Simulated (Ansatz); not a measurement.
Consider the ligand exchange at the Si–S bond: `O[SiH]([SiH3])S` + silanol → `O[SiH]([SiH3])O[SiH3]` + H₂S.

Computed with Ansatz on PBE0-D4/def2-TZVP structures; ΔE is electronic, products minus reactants. CBS: MP2 limit from def2 TZ/QZ plus the TZ coupled-cluster correction, frozen cores. This one scheme is used for every species. DFT in def2-TZVPP. B3LYP here is the variant with VWN-RPA as its local correlation; programs differ in this. Each species was taken in one conformer, which may not be the lowest.

```csv
level,ΔE (kJ/mol),difference from CCSD(T)/CBS
PBE-D4,-42.3,14.1
revPBE-D4,-41.9,14.5
B3LYP-D4,-59.9,-3.5
r2SCAN0-D4,-54.7,1.7
CAM-B3LYP-D4,-64.9,-8.5
revPBE,-37.4,19.0
BLYP,-52.7,3.7
r2SCAN,-52.0,4.4
r2SCANh,-52.6,3.8
BHLYP,-63.4,-7.0
CAM-B3LYP,-62.3,-5.9
LC-ωPBE,-51.1,5.3
MP2/def2-SVP,-57.8,-1.4
CCSD(T)/def2-SVP,-60.8,-4.4
HF/def2-TZVPP,-71.4,-15.0
MP2/def2-TZVPP,-55.1,1.3
CCSD(T)/CBS,-56.4,0
```

Largest T1 diagnostic among the species: 0.013.

In def2-TZVPP, CCSD(T) changes the Hartree–Fock value by +11.9 kJ/mol (the triples alone add +2.7 kJ/mol) and MP2 by +16.3 kJ/mol. The D4 term adds −3.5 kJ/mol with B3LYP and −2.4 kJ/mol with PBE0; it sums over pairs of atoms, weighted by their polarisabilities, and B3LYP, whose exchange is more repulsive, gets the larger term.
